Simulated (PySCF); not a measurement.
**Spinor energies of Ar⁹⁺ (argon, charge +9)**

Start: [He] 2s2 2p5; 2p1/2 filled at m_j = -1/2, +1/2; 2p3/2 filled at m_j = -1/2, +1/2, +3/2. Calculated with PySCF 2.14 in an uncontracted even-tempered set (18 s from 1.2 bohr⁻², ratio 2.4; 11 p from 1.6 bohr⁻², ratio 2.4; 5 d from 9.1 bohr⁻², ratio 2.6; 5 f from 14 bohr⁻², ratio 2.6): generalised Hartree-Fock with the X2C-1e Hamiltonian and a Gaussian nucleus; one run each with spin-orbit coupling (SO) switched off, then screened by Boettger's factors.

| spinor shell | electrons | ε, spin-free (eV) | ε, screened SO (eV) | weight of nominal j (screened SO) | rms radius, screened SO (bohr) |
| --- | --- | --- | --- | --- | --- |
| 1s1/2 | 2 | -3491.8 | -3491.7 | 1.000 | 0.0989 |
| 2s1/2 | 2 | -553.35 | -553.31 | 1.000 | 0.433 |
| 2p1/2 | 2 | -485.09 | -487.75 | 0.715 | 0.395 |
| 2p3/2 | 3 | -485.09 | -483.52 | 0.810 | 0.397 |

```csv
quantity,spin-free,screened SO
E (hartree),-492.24732,-492.27761
M_J,3/2,3/2
⟨J²⟩,3.751,3.751
⟨L²⟩,2.000,2.000
⟨S²⟩,0.750,0.750
```

Each row is a mean over spinors that exchange with the open shell spreads, by up to 12.897 eV (2s1/2).

Rows whose weight is well below 1 are mixtures of j = l ± 1/2: exchange outweighs spin-orbit coupling there, and the label is only the starting occupation.

Without spin-orbit coupling the j labels of p, d and f shells carry no meaning; the spin-free column gives the mean over the occupied spinors of each nl shell.
